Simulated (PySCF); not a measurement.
A side-by-side comparison of computed properties.

First species: C₈H₇FOS.
SMILES with atom numbers: `[CH3:1][S:2][c:3]1[cH:4][cH:5][c:6]([C:7](=[O:8])[F:9])[cH:10][cH:11]1` (hydrogens: H12, H13, H14 on C1; H15 on C4; H16 on C5; H17 on C10; H18 on C11)

Structure used (GFN2-xTB), in Å, numbered top down from 1:
```
atom  x, y, z in Å
C1     3.2013    1.1729    0.6649
S2     2.3805   -0.2880    1.3638
C3     0.7811   -0.2749    0.6467
C4     0.3338    0.6921   -0.2517
C5    -0.9427    0.6122   -0.7625
C6    -1.7979   -0.4283   -0.3901
C7    -3.1332   -0.4615   -0.9672
O8    -3.6323    0.2787   -1.7492
F9    -3.8734   -1.5207   -0.5042
C10   -1.3468   -1.3946    0.5152
C11   -0.0726   -1.3164    1.0237
H12    3.2705    1.0808   -0.4149
H13    4.1970    1.1795    1.0975
H14    2.6684    2.0734    0.9547
H15    0.9719    1.5056   -0.5563
H16   -1.3008    1.3541   -1.4599
H17   -1.9999   -2.2008    0.8105
H18    0.2863   -2.0579    1.7207
```

Second species: C6H14N2Si.
Atom-mapped SMILES: `[CH3:1][CH:2]([CH3:3])[CH2:4][NH:5][CH2:6][SiH2:7][C:8]#[N:9]` (hydrogens: H10, H11, H12 on C1; H13 on C2; H14, H15, H16 on C3; H17, H18 on C4; H19 on N5; H20, H21 on C6; H22, H23 on Si7)

Levels: PBE0/pcSseg-1 for dipole moment, HOMO energy, LUMO energy and HOMO–LUMO gap; GFN2-xTB for rotational constant A and rotational constant C. Geometries: GFN2-xTB. Each species is one conformer at its optimised geometry, gas phase, non-relativistic unless stated. Electronic properties by PySCF.

Dipoles, sizes and rotational constants follow the conformer. The torsions of the flexible species, by atom-mapped SMILES:
- `[CH3:1][S:2][c:3]1[cH:4][cH:5][c:6]([C:7](=[O:8])[F:9])[cH:10][cH:11]1`: C1–S2–C3–C4 0°, C5–C6–C7–O8 1°
- `[CH3:1][CH:2]([CH3:3])[CH2:4][NH:5][CH2:6][SiH2:7][C:8]#[N:9]`: C1–C2–C4–N5 62°, C2–C4–N5–C6 180°, C4–N5–C6–Si7 178°, N5–C6–Si7–C8 63°

Values for the first species:

```
Dipole moment         : 4.94 D
HOMO energy           : -6.74 eV
LUMO energy           : -1.91 eV
HOMO–LUMO gap         : 4.83 eV
Rotational constant A : 3.081 GHz
Rotational constant C : 0.390 GHz
```

Q: Estimate the same properties for the second species, and the change in each.

A: 
| property | first | second | second less first |
| --- | --- | --- | --- |
| dipole moment | 4.94 D | 3.55 D | -1.39 D |
| HOMO energy | -6.74 eV | -6.80 eV | -0.06 eV |
| LUMO energy | -1.91 eV | -0.39 eV | +1.52 eV |
| HOMO–LUMO gap | 4.83 eV | 6.41 eV | +1.58 eV |
| rotational constant A | 3.081 GHz | 2.531 GHz | -0.550 GHz |
| rotational constant C | 0.390 GHz | 0.492 GHz | +0.102 GHz |

On the first: The dipole equals about 16.5 × 10⁻³⁰ C·m (1 D = 3.33564 × 10⁻³⁰ C·m). A dipole of 4.94 D is allowed in Cs, and pure rotational transitions are dipole-allowed.

On the second: The dipole equals about 11.8 × 10⁻³⁰ C·m (1 D = 3.33564 × 10⁻³⁰ C·m).
